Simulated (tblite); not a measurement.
Species: C7H9S (charge -1).
Numbering: `[CH3:1][C:2]#[C:3][C@@:4]1([CH3:5])[CH2:6][C@H:7]1[S-:8]` (hydrogens: H9, H10, H11 on C1; H12, H13, H14 on C5; H15, H16 on C6; H17 on C7)
Bond orders are those of one Lewis drawing.

Computed with GFN2-xTB (tblite), gas phase: L-BFGS steps from a force-field or distance-geometry start until the largest atomic force falls under 0.01 eV/Å.

Step 16: E = -624.3939 eV
```
atom  x, y, z in Å  |  force x, y, z in eV/Å
C1      3.2281    0.1692    0.2898    0.033   0.033  -0.008
C2      1.7871    0.1416    0.1287   -0.039  -0.007  -0.032
C3      0.5997    0.1287   -0.0550    0.101  -0.018   0.040
C4     -0.8090    0.0694   -0.2447    0.008   0.000  -0.125
C5     -1.4758    1.4321   -0.3001   -0.007   0.042   0.025
C6     -1.3228   -0.9833   -1.2045   -0.083  -0.070   0.029
C7     -1.6060   -1.1384    0.2637   -0.003   0.007   0.024
S8     -0.9566   -2.4612    1.2170    0.039   0.021   0.020
H9      3.5170    0.9367    1.0120   -0.003  -0.040   0.040
H10     3.7091    0.4022   -0.6649    0.033  -0.046   0.002
H11     3.5826   -0.8030    0.6402   -0.019   0.073  -0.013
H12    -1.0363    2.0970    0.4415    0.001   0.035   0.064
H13    -2.5433    1.3510   -0.0989   -0.022  -0.026  -0.019
H14    -1.3469    1.8922   -1.2850    0.018  -0.013   0.007
H15    -0.5936   -1.6572   -1.6330    0.001   0.006  -0.010
H16    -2.1232   -0.7018   -1.8801   -0.015   0.013  -0.031
H17    -2.6172   -0.8632    0.5716   -0.043  -0.009  -0.013
```

Step 17: E = -624.3953 eV
```
atom  x, y, z in Å  |  force x, y, z in eV/Å
C1      3.2290    0.1717    0.2905   -0.009   0.009  -0.012
C2      1.7864    0.1434    0.1286    0.056   0.012  -0.028
C3      0.6005    0.1289   -0.0625    0.014  -0.023   0.038
C4     -0.8100    0.0693   -0.2496    0.051   0.005  -0.100
C5     -1.4752    1.4336   -0.2994   -0.002   0.002   0.022
C6     -1.3265   -0.9864   -1.2054   -0.053  -0.046   0.024
C7     -1.6062   -1.1368    0.2646    0.000   0.003  -0.011
S8     -0.9545   -2.4594    1.2168    0.032   0.029   0.023
H9      3.5203    0.9362    1.0156   -0.018  -0.041   0.009
H10     3.7115    0.4004   -0.6650    0.021  -0.030   0.025
H11     3.5794   -0.8018    0.6406   -0.009   0.060  -0.008
H12    -1.0358    2.0937    0.4476   -0.010   0.027   0.036
H13    -2.5425    1.3490   -0.0996   -0.029  -0.011  -0.016
H14    -1.3461    1.8961   -1.2830    0.022   0.001   0.017
H15    -0.5930   -1.6598   -1.6297   -0.039   0.021  -0.014
H16    -2.1269   -0.7058   -1.8832    0.013  -0.006  -0.006
H17    -2.6174   -0.8603    0.5714   -0.039  -0.013   0.001
```

Step 18: E = -624.3963 eV
```
atom  x, y, z in Å  |  force x, y, z in eV/Å
C1      3.2295    0.1735    0.2907   -0.028  -0.006  -0.011
C2      1.7867    0.1447    0.1279    0.089   0.024  -0.029
C3      0.6015    0.1285   -0.0663   -0.045  -0.025   0.023
C4     -0.8098    0.0692   -0.2545    0.053   0.003  -0.043
C5     -1.4748    1.4347   -0.2985    0.005  -0.024   0.012
C6     -1.3299   -0.9892   -1.2055   -0.017  -0.013   0.005
C7     -1.6065   -1.1356    0.2652   -0.001   0.004  -0.025
S8     -0.9525   -2.4576    1.2171    0.025   0.036   0.022
H9      3.5220    0.9351    1.0181   -0.023  -0.025  -0.004
H10     3.7136    0.3988   -0.6647    0.018  -0.011   0.028
H11     3.5773   -0.7999    0.6407    0.003   0.027   0.003
H12    -1.0357    2.0922    0.4520   -0.022   0.009   0.010
H13    -2.5425    1.3475   -0.1004   -0.018  -0.001  -0.014
H14    -1.3452    1.8983   -1.2815    0.022   0.016   0.025
H15    -0.5933   -1.6610   -1.6279   -0.059   0.017  -0.019
H16    -2.1291   -0.7083   -1.8853    0.020  -0.018   0.008
H17    -2.6183   -0.8590    0.5713   -0.020  -0.013   0.009
```

Step 19: E = -624.3968 eV
```
atom  x, y, z in Å  |  force x, y, z in eV/Å
C1      3.2295    0.1745    0.2906   -0.020  -0.011  -0.006
C2      1.7874    0.1459    0.1268    0.060   0.026  -0.034
C3      0.6023    0.1278   -0.0678   -0.052  -0.022   0.010
C4     -0.8089    0.0692   -0.2583    0.026  -0.003   0.009
C5     -1.4746    1.4349   -0.2978    0.007  -0.028   0.002
C6     -1.3321   -0.9909   -1.2053    0.008   0.011  -0.010
C7     -1.6067   -1.1350    0.2651   -0.001   0.007  -0.019
S8     -0.9509   -2.4559    1.2177    0.019   0.040   0.020
H9      3.5225    0.9340    1.0194   -0.022  -0.005  -0.004
H10     3.7151    0.3976   -0.6640    0.022   0.004   0.017
H11     3.5761   -0.7983    0.6408    0.011  -0.006   0.013
H12    -1.0362    2.0915    0.4548   -0.028  -0.007  -0.004
H13    -2.5429    1.3466   -0.1011   -0.003   0.000  -0.014
H14    -1.3443    1.9000   -1.2801    0.019   0.024   0.027
H15    -0.5946   -1.6614   -1.6274   -0.054   0.000  -0.026
H16    -2.1300   -0.7100   -1.8864    0.009  -0.017   0.008
H17    -2.6190   -0.8584    0.5714   -0.001  -0.012   0.010
```

Question: Estimate the geometry and energy of step 20. (The exact step hangs on the optimiser's Hessian estimate; all steps are aligned on step 19, rigid shifts and turns removed.)

Answer: E = -624.3972 eV, largest force 0.052 eV/Å
```
atom  x, y, z in Å  |  force x, y, z in eV/Å
C1      3.2293    0.1751    0.2905    0.001  -0.013   0.000
C2      1.7882    0.1474    0.1253    0.010   0.021  -0.039
C3      0.6028    0.1270   -0.0688   -0.027  -0.019   0.004
C4     -0.8079    0.0691   -0.2610   -0.008  -0.007   0.041
C5     -1.4742    1.4346   -0.2973    0.004  -0.018  -0.005
C6     -1.3335   -0.9919   -1.2054    0.019   0.023  -0.018
C7     -1.6068   -1.1345    0.2646   -0.001   0.008  -0.005
S8     -0.9495   -2.4539    1.2185    0.016   0.039   0.018
H9      3.5224    0.9330    1.0203   -0.020   0.012  -0.001
H10     3.7166    0.3967   -0.6630    0.026   0.014   0.006
H11     3.5753   -0.7971    0.6411    0.013  -0.029   0.019
H12    -1.0370    2.0906    0.4568   -0.029  -0.018  -0.007
H13    -2.5431    1.3460   -0.1020    0.008  -0.003  -0.015
H14    -1.3433    1.9019   -1.2784    0.018   0.026   0.024
H15    -0.5966   -1.6620   -1.6276   -0.036  -0.019  -0.032
H16    -2.1304   -0.7119   -1.8871   -0.008  -0.008   0.003
H17    -2.6193   -0.8580    0.5717    0.012  -0.010   0.007
```

The energy changes by -0.0004 eV. The first-order estimate −F·Δx gives -0.0006 eV and the mean of the old and new forces, exact on a quadratic surface, -0.0004 eV. The step makes an angle of 60° with the force vector and moves no atom by more than 0.003 Å.

The cost below is that of the whole relaxation. On Arm Neoverse V2, one thread, shared host with 32 logical CPUs at a one-minute load of 11, this took 0.4 s wall.
